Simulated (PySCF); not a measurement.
CHF, SMILES [CH]F (connectivity only; charge and spin as stated), neutral, multiplicity 1. Coordinates come from a PBE-D3(BJ)/def2-TZVPD optimisation. The isomer is the one that the SMILES or the coordinates give; other isomers of the formula were not compared.

TDDFT-LC-ωPBE/def2-TZVPD run with PySCF 2.14.0 puts the lowest singlet excitations at 2.15, 7.10, 7.97, 8.25, 9.11, 9.13 eV and the lowest triplet (TDA) at 0.52 eV.

Problem. What are the lowest singlet roots from EOM-CCSD/aug-cc-pVDZ in PySCF? (The exact figures need the calculation; the answer reports its results.)

Solution. 2.55, 6.89, 7.59, 8.28, 8.47, 8.66 eV; triplets 0.87, 6.47, 7.25 eV. S1 differs by 0.41 eV (second minus first; roots are paired by order, and the bases may differ).
